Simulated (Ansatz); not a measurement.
Reaction (ligand exchange at the Si–O bond): `B[SiH](F)OC` + HCl → `B[SiH](F)Cl` + CH₃OH

Calculated with Ansatz (gas phase, PBE0-D4/def2-TZVP geometries, no zero-point term in ΔE). CBS: MP2 limit from def2 TZ/QZ plus the TZ coupled-cluster correction, frozen cores. This one scheme is used for every species. DFT in def2-TZVPP. B3LYP here is the variant with VWN-RPA as its local correlation; programs differ in this. One conformer a species, not always the lowest.

`B[SiH](F)OC`:

Z-matrix (Å, degrees):
```
Si
F 1 1.606
O 1 1.631 2 111.3
B 1 2.010 2 109.5 3 115.1
H 1 1.489 2 104.4 3 -117.2
C 3 1.411 1 126.0 2 -77.6
H 4 1.195 1 122.6 2 130.0
H 4 1.195 1 119.7 2 -51.4
H 6 1.091 3 108.6 1 -150.4
H 6 1.096 3 111.6 1 -30.6
H 6 1.093 3 110.3 1 90.5
```

HCl:

```xyz
2

Cl    0.250   -0.527    0.262
H    -0.250    0.527   -0.262
```

`B[SiH](F)Cl`:

Cartesian coordinates in Å:
```
B -1.010 -0.586 -0.367
Si 0.659 0.220 0.378
F 1.987 -0.573 -0.014
Cl 0.671 2.034 -0.596
H -2.067 -0.330 0.127
H -0.984 -1.249 -1.359
H 0.744 0.484 1.832
```

CH₃OH:

Cartesian coordinates in Å:
```
C 0.237 0.176 0.199
O -0.977 -0.042 -0.481
H 0.175 1.163 0.657
H 1.102 0.168 -0.476
H 0.408 -0.559 0.996
H -0.944 -0.906 -0.895
```

```csv
level,ΔE (kJ/mol),difference from CCSD(T)/CBS
PBE-D4,-6.1,-10.3
BLYP-D4,3.4,-0.8
r2SCAN-D4,-1.4,-5.6
B97M-V,0.6,-3.6
PBE0-D4,-4.1,-8.3
B3LYP-D4,4.5,0.3
CAM-B3LYP-D4,9.5,5.3
ωB97M-V,2.4,-1.8
B2PLYP,4.9,0.7
PBE,-7.5,-11.7
r2SCAN,-2.1,-6.3
PBE0,-5.4,-9.6
HF/def2-TZVPP,8.4,4.2
MP2/def2-QZVPP,3.4,-0.8
SCS-MP2/def2-QZVPP,6.0,1.8
CCSD/CBS(def2),5.0,0.8
CCSD(T)/CBS,4.2,0
```

Largest T1 diagnostic among the species: 0.012.

Leaving LDA and LC-ωPBE aside and taking each functional with its dispersion term where it has one, the values spread over 15.6 kJ/mol, from PBE-D4 to CAM-B3LYP-D4. LDA lies +7.9 kJ/mol from PBE without D4. From BLYP to BHLYP (50 % exact exchange), in def2-TZVPP and without D4, ΔE moves by +5.2 kJ/mol.
